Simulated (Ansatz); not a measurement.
Basis-set extrapolation for `NCC1BN1` (PBE0-D4/def2-TZVP geometry, frozen core, Ansatz 0.2.0). Multiplicity 1, RHF reference.

```csv
,def2-TZVPP,def2-QZVPP
HF,-213.436009,-213.446371
MP2 correlation,-0.858150,-0.915777
CCSD(T) correlation,-0.931848,not run
```

Energies in hartree. Use E(X) = E(∞) + A·exp(−7.88·√X) for Hartree–Fock and E(X) = E(∞) + B·X^(−2.97) for correlation, with X = 3 and 4, and add CCSD(T) minus MP2 of the smaller set to the MP2 limit.

Question: What is the CCSD(T) energy at the basis-set limit?

Answer: HF limit: -213.446371 + (-0.010362) × 0.13774 = -213.44780. MP2 limit: -0.915777 + (-0.057627) × 0.74074 = -0.95846. Higher-order term: -0.931848 − (-0.858150) = -0.07370. Total: -214.47996 hartree, 70.3 kcal/mol below CCSD(T)/def2-TZVPP.
